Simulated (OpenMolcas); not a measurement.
# Ag3+: CASPT2 settings compared

```yaml
Program: OpenMolcas
Basis: ANO-R2 [7s5p4d2f1g]
Scalar_Hamiltonian: X2C, finite nucleus
Active_space: 8 electrons in 5 orbitals (4d)
State_averaging: 2S+1 = 3 even, 10 roots; 2S+1 = 1 even, 14 roots kept (CI in the orbitals of an earlier block)
Spin-orbit_coupling: state interaction with AMFI integrals over the reference wave functions, term energies averaged over their components
```

Methods on the same reference wave functions:
A. CASSCF
B. SS-CASPT2, IPEA 0.3 Eh, real shift 0.4 Eh (closed shells correlated: 4s 4p)
C. SS-CASPT2, IPEA 0 Eh, no level shift (closed shells correlated: 4s 4p)
D. SS-CASPT2, IPEA 0.1 Eh, imaginary shift 0.5 Eh (closed shells correlated: 4s 4p)

Energies in cm⁻¹ above 4d⁸ ³F₄, the measured ground level; measured values from the list in Gamrath, thesis, University of Mons (2023).

```tsv
Level	A	B	C	D	Measured
4d⁸ ³F₄	0.0	0.0	0.0	0.0	0.0
4d⁸ ³F₃	3965	3990	3990	3990	4172
4d⁸ ³F₂	5965	5600	5560	5580	5830
4d⁸ ³P₁	19716	16110	15330	15630	15900
4d⁸ ³P₀	20670	17070	16290	16580	16092
4d⁸ ¹G₄	24248	20620	20490	20530	20570
```

Deviations, from unrounded energies. A percentage is the sum of absolute deviations over the sum of measured energies, with the sign that they share, or ± where signs differ.

```csv
Against measurement,Levels,A,B,C,D
mean absolute deviation (cm-1),5,2500,330,260,250
fine structure of the ground term (%),2,±3.4,-4.1,-4.5,-4.3
other terms of the ground configuration (%),3,+23.0,+2.4,±1.6,±1.5
```

C, D lie about equally close to measurement and A furthest from it. The largest miss of D in the table is 4d⁸ ³P₀, by +490 cm-1. The ranking rests on the paired levels alone, and a cruder setting can come out closer through cancelling errors.

Among B to D the level of the table that moves most is 4d⁸ ³P₁, by 780 cm-1 (lowest in C, highest in B). Moves below CASPT2's spread within the term are not significant.

The mean deviations of B to D differ by less than CASPT2's widest spread within a term (860 cm-1), so their order carries little weight.

From A to B the spin-free energies of the other terms of 4d⁸ shown, above ³F, scale by factors of 0.77 to 0.83, as is usual when dynamic correlation screens the repulsion within a d or f shell.

The lowest spin-free term lies below A's lowest term by 0.507 hartree in B, 0.516 hartree in C, 0.513 hartree in D.

Term energies are means over components that CASPT2 splits; among the terms shown or strongly mixed into the levels shown the widest spread is 860 cm-1 (4d⁸ ³F, C). Terms from blocks run as CI alone lack orbitals of their own. Without dynamic correlation excited terms often stand tens of per cent too high (terms of higher spin than the ground term too low), and those without a measured partner can miss by more than the paired ones (holds for A). Computed and measured levels are paired by configuration, term and J; levels that our copy of the source lacks, or whose pairing is in doubt (as where it misses far off the trend of its configuration), stay unpaired and out of the deviations. Levels of configurations outside the active space are missing. Levels that lie high or do not pair safely by name in every column are left out.
